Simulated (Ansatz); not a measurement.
`OB(F)N[SiH3]`, relaxed with RKS PBE-D4/def2-SVP in the Gaussian-basis code of Ansatz from a rough embedded geometry. The force threshold is 0.03 eV/Å; the program also tests the step.

Charge 0, multiplicity 1.

Start:

```xyz
10

O     2.018    0.739    1.052
B     0.882    0.874    0.225
F     1.032    1.474   -1.053
N    -0.531    0.442    0.658
Si   -1.066   -0.908   -0.348
H     2.429   -0.095    0.905
H    -1.155    1.230    0.568
H    -2.402   -1.333    0.066
H    -0.073   -2.009   -0.318
H    -1.133   -0.414   -1.756
```

```json
{"step": "1", "energy (eV)": "-14873.0060", "largest force (eV/Å)": "2.562", "largest move (Å)": "0.000"}
{"step": "2", "energy (eV)": "-14873.3348", "largest force (eV/Å)": "1.133", "largest move (Å)": "0.192"}
{"step": "3", "energy (eV)": "-14873.4782", "largest force (eV/Å)": "0.817", "largest move (Å)": "0.195"}
{"step": "4", "energy (eV)": "-14873.5886", "largest force (eV/Å)": "1.231", "largest move (Å)": "0.195"}
{"step": "5", "energy (eV)": "-14873.7316", "largest force (eV/Å)": "1.329", "largest move (Å)": "0.197"}
{"step": "6", "energy (eV)": "-14873.8713", "largest force (eV/Å)": "2.394", "largest move (Å)": "0.192"}
{"step": "7", "energy (eV)": "-14874.1157", "largest force (eV/Å)": "0.950", "largest move (Å)": "0.200"}
{"step": "8", "energy (eV)": "-14874.2069", "largest force (eV/Å)": "0.817", "largest move (Å)": "0.200"}
{"step": "9", "energy (eV)": "-14874.3026", "largest force (eV/Å)": "1.955", "largest move (Å)": "0.190"}
{"step": "10", "energy (eV)": "-14874.3911", "largest force (eV/Å)": "0.820", "largest move (Å)": "0.105"}
{"step": "11 (rejected)", "energy (eV)": "-14874.3540", "largest force (eV/Å)": "2.337", "largest move (Å)": "0.191"}
{"step": "12", "energy (eV)": "-14874.4246", "largest force (eV/Å)": "0.380", "largest move (Å)": "0.094"}
{"step": "13", "energy (eV)": "-14874.4422", "largest force (eV/Å)": "0.050", "largest move (Å)": "0.100"}
{"step": "14", "energy (eV)": "-14874.4444", "largest force (eV/Å)": "0.153", "largest move (Å)": "0.054"}
{"step": "15", "energy (eV)": "-14874.4453", "largest force (eV/Å)": "0.052", "largest move (Å)": "0.018"}
{"step": "16", "energy (eV)": "-14874.4455", "largest force (eV/Å)": "0.013", "largest move (Å)": "0.015"}
```

End:

```xyz
10

O     1.826   -0.067    0.559
B     0.904    0.909    0.288
F     1.257    2.215    0.411
N    -0.422    0.590   -0.123
Si   -1.147   -0.998   -0.362
H     2.680    0.320    0.821
H    -1.018    1.406   -0.289
H    -2.278   -1.232    0.606
H    -0.084   -2.031   -0.159
H    -1.719   -1.111   -1.751
```

Hardware: 4 threads of an AMD EPYC 7B13 on a shared host. Wall time 17 s, peak host memory 0.2 GiB.
